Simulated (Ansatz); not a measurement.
NiHg5Te4Cl4, a doped nanocrystal cut from zinc blende HgTe (Ni for one cation, 4 Cl caps): single points at one geometry.

```yaml
crystal:
  periodic: [false, false, false]
  atoms:
    - {symbol: Te, position_ang: [-1.914798, 2.359700, -1.532752]}
    - {symbol: Te, position_ang: [1.813147, -1.448876, -2.058930]}
    - {symbol: Te, position_ang: [-1.715800, -1.125194, 1.531060]}
    - {symbol: Te, position_ang: [2.167076, 2.079202, 1.966534]}
    - {symbol: Ni, position_ang: [-2.553768, 0.076854, -0.543383]}
    - {symbol: Hg, position_ang: [-0.339881, -2.684937, -0.268237]}
    - {symbol: Hg, position_ang: [0.023536, 0.580889, -2.463761]}
    - {symbol: Hg, position_ang: [0.196603, 2.756113, 0.175582]}
    - {symbol: Hg, position_ang: [2.512361, 0.373384, -0.163466]}
    - {symbol: Hg, position_ang: [0.112542, 0.294112, 3.038684]}
    - {symbol: Cl, position_ang: [-2.547718, -1.401220, -2.161410]}
    - {symbol: Cl, position_ang: [-0.064451, -4.945888, -0.976945]}
    - {symbol: Cl, position_ang: [2.031260, 2.613294, -1.972314]}
    - {symbol: Cl, position_ang: [0.279901, 0.472565, 5.429338]}
basis:
  gaussian: {orbitals: def2-SVP, initial_orbitals: start.molden}
magnetization: {spin_polarized: true, initial_magnetization: 2}
hamiltonian: {xc: {text: "exchange = 0.90*pbe_x + 0.10*exact_x\ncorrelation = pbe_c"}}
scf: {omitted_lower_state_checks: [starts]}
output: {orbitals: {seedname: orbitals}}
```

The file start.molden holds the orbitals of an earlier run on this structure, at another level or in another basis.

```sh
$ ansatz run in.yaml --threads 2 --pin off --events-out ev --progress --plain --max-ram 31744MiB --backend cuda --devices 0, --max-vram 18GiB
```

Shortened log:

```
Functional definition: unnamed
3928 factors; integrals over basis functions are off by at most 6.4e-4 eV
mean field evaluation 1: about -141155.6410 eV, gradient 3.9e1 eV
mean field evaluation 2: about -141156.9072 eV, gradient 1.8e0 eV
mean field evaluation 4: about -141157.3367 eV, gradient 3.9e-1 eV
mean field evaluation 8: about -141157.3385 eV, gradient 7.8e-5 eV
mean field -141157.33850640 eV, -5187.4365102297 hartree, gradient 9.8e-6 eV, S^2 2.005985; 0 other end points of the search recorded, 0 dependent functions left out
reference -141157.33856126 eV, -5187.4365122458 hartree; 147, 145 occupied and 220, 222 virtual orbitals, 3928 factors
Total energy: -141157.33856126 eV, -5187.4365122458 hartree
Checks for a lower state left out: starts
```

Hardware: 2 threads of AMD EPYC 7R13 on a shared host and a share (18 GiB) of an NVIDIA H100 80GB HBM3. Wall time 8.5 s, peak host memory 1.1 GiB.

Geometry: r2SCAN-D4/def2-SVP.

In the def2 sets Hg, Te take a core potential; there is no spin–orbit coupling.
